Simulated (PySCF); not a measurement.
How methods differ on the ionisation energy of Zr(2+)

Zr(2+) [Kr] 4d2 (3F) → Zr(3+) [Kr] 4d1 (2D), as a difference of total energies. Computed with PySCF 2.14 in dyall-v2z, with the spin-free X2C one-electron Hamiltonian (Gaussian nucleus). Correlated levels: valence: [Kr] frozen; virtual orbitals above 40 to 60 times the deepest correlated orbital energy dropped. The calculations carry no spin-orbit coupling.

Problem. Order these methods by the ionisation energy they give, lowest first.
A. UHF
B. MP2 (valence)
C. TPSS
D. wB97X-V

Solution. A (22.342 eV), B (22.426 eV), D (23.074 eV), C (23.372 eV).

A first-order spin-orbit estimate (lowest level to lowest level, LS coupling) adds 0.012 eV.

Errors of the correlated levels include the incompleteness of this basis and the frozen core.

For comparison: 23.170 eV (semi-empirical (NIST evaluation); NIST Atomic Spectra Database, ionization energies).
